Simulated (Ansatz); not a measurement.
Start from `C=CCI` and change one atom or group to get `C=C[CH2][AlH][Cl]`.

Ansatz, PBE0-D4/def2-TZVP geometries, multiplicity 1. Each molecule was computed in one conformer, which needn't be the lowest.

Elements past krypton have def2 core potentials.  Spin–orbit coupling is left out; it splits and shifts lone-pair levels of the heavy atoms by tenths of an eV.

```csv
property,`C=CCI`
LUMO energy (PBE0/def2-TZVPP) / eV,-1.26
LUMO energy (ωB97M-V/def2-TZVPP) / eV,0.71
size of the dipole moment (ωB97M-V/def2-TZVPP) / D,1.75
HOMO–LUMO gap (PBE/def2-TZVPP) / eV,3.92
HOMO energy (PBE0/def2-TZVPP) / eV,-7.22
LUMO energy (B3LYP/def2-TZVPP) / eV,-1.49
```

(1) Give the same properties after the change, and the shifts. (Estimate.)

Answers

(1) Computed: 
```tsv
property	`C=C[CH2][AlH][Cl]`	shift
LUMO energy (PBE0/def2-TZVPP) / eV	-1.08	0.18
LUMO energy (ωB97M-V/def2-TZVPP) / eV	0.88	0.17
size of the dipole moment (ωB97M-V/def2-TZVPP) / D	2.63	0.88
HOMO–LUMO gap (PBE/def2-TZVPP) / eV	4.09	0.17
HOMO energy (PBE0/def2-TZVPP) / eV	-7.14	0.08
LUMO energy (B3LYP/def2-TZVPP) / eV	-1.27	0.22
```

With PBE0 the HOMO rises by 0.08 eV and the LUMO rises by 0.18 eV, so the gap widens by about 0.10 eV. PBE moves the HOMO by 0.02 eV and ωB97M-V by 0.15 eV. Dipoles are sizes alone; their direction can turn.

B3LYP here is the variant with VWN-RPA as its local correlation; programs differ in this.
